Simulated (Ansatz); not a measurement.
C4H2F4, SMILES `FC(F)C#CC(F)F`, relaxed with RKS PBE0-D4/def2-TZVP in Ansatz from a PBE-D4/def2-SVP geometry. The force threshold is 0.005 eV/Å; the program also tests the step.

The species carries charge 0 and has multiplicity 1.

Start:

```xyz
10

F    -0.409    2.578   -1.184
C    -1.132    1.688   -0.441
F    -1.528    2.311    0.709
C    -0.314    0.509   -0.122
C     0.322   -0.505    0.118
C     1.133   -1.688    0.439
F     0.414   -2.557    1.210
F     1.500   -2.333   -0.707
H    -2.043    1.407   -1.019
H     2.058   -1.409    0.997
```

**Question.** By how much does the energy fall, and how many steps does the optimiser take? (Best estimate.)

**Answer.** The calculation gave: 6.25 kJ/mol, in 5 steps, 1 of them rejected.

**Question.** Which bonds change most? (Best estimate.)

**Answer.** Ansatz gave: C4–C5 from 1.221 to 1.198 Å; C2–H9 from 1.115 to 1.095 Å; C6–H10 from 1.115 to 1.095 Å; C2–F3 from 1.366 to 1.353 Å.

**Question.** Give the relaxed structure. (Best estimate.)

**Answer.** Ansatz gave: 
```xyz
10

F    -0.406    2.551   -1.170
C    -1.124    1.669   -0.438
F    -1.514    2.292    0.697
C    -0.311    0.498   -0.119
C     0.314   -0.496    0.117
C     1.125   -1.669    0.437
F     0.415   -2.535    1.196
F     1.487   -2.311   -0.697
H    -2.019    1.399   -1.007
H     2.033   -1.397    0.983
```
